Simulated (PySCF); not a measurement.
Mapped SMILES: `[SiH3:1][O:2][c:3]1[cH:4][cH:5][cH:6][n:7][cH:8]1` (H(Xn): hydrogen on atom n).

- geometry from GFN2-xTB
- PBE0/pcSseg-1 with gauge-including orbitals
- program: PySCF 2.14
- fast rotation and ring inversion assumed for equivalent nuclei, no relativistic terms, no solvent model, single conformer

Chemical shifts δ = σref − σ; ¹³C (σref 186.93) against TMS, all at this level.

**Question.** Do the ¹³C shifts follow the atomic charges (in e)? Tabulate both.

**Answer.** 
```tsv
atoms	hybridisation	δ (ppm)	σ para (ppm)	Hirshfeld	IAO	Mulliken	ESP-fitted
C3	sp2	158.0	-226	+0.08	+0.18	+0.19	+0.04
C6	sp2	148.4	-213	+0.00	-0.03	+0.14	+0.40
C8	sp2	141.2	-209	-0.01	-0.07	+0.11	+0.33
C4	sp2	132.5	-198	-0.05	-0.16	-0.05	+0.08
C5	sp2	129.3	-200	-0.05	-0.17	-0.16	-0.51
```

Correlation coefficients of δ with charge over these carbons: Hirshfeld +0.97, IAO +0.96, Mulliken +0.93, ESP-fitted +0.52; with the paramagnetic shielding -0.98. With so few points these coefficients are fragile. Charge is one influence among several: hybridisation and low-lying excitations act through the paramagnetic term.

Shifts are as computed. Against solution values, carbons near 30 ppm lie about +3 ppm off and those near 130 ppm about +5 ppm. Of 1211 compounds with measured shifts, 218 miss one by over three times the rms of a fit or turn the order of signals round; such compounds aren't used in these exercises.
